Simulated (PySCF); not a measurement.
# ZnB: from constants to spectrum

ROHF-CCSD(T) constants of ZnB, ²Π (doublet), unpaired electrons π ↑ (Zn 6-31G(d,p), B 6-31G(d,p); no relativity (PySCF 2.14); masses 63.9291 and 11.0093 u):

| Property | Result |
| --- | --- |
| ωe | 361.6 cm⁻¹ |
| ωexe | 7.34 cm⁻¹ |
| Be | 0.38538 cm⁻¹ |
| αe | 0.00746 cm⁻¹ |
| De to Zn + B | 0.495 eV |

(1) What force constant and bond length do these constants imply?

(2) Estimate the centrifugal constant D from the Kratzer relation and find the Dunham coefficient a1.

Correlated steps freeze 6 core orbitals. Correlated levels converge slowly with the basis: in double zeta they bind strong bonds too weakly, by up to about 1 eV, and carry superposition errors of some tenths. The state is the lowest determinant that a PBE0 search found; another state may lie lower at other levels.

Results:

(1) Reduced mass μred = 9.3919 u; k = 5.8918×10⁻⁷·μred·ωe² (u, cm⁻¹, mdyn/Å) = 0.724 mdyn/Å; Re = √(16.8576/(μred·Be)) (u, cm⁻¹, Å) = 2.158 Å.

(2) D = 4Be³/ωe² = 1.75e-06 cm⁻¹; a1 = −1 − αeωe/(6Be²) = -4.03.
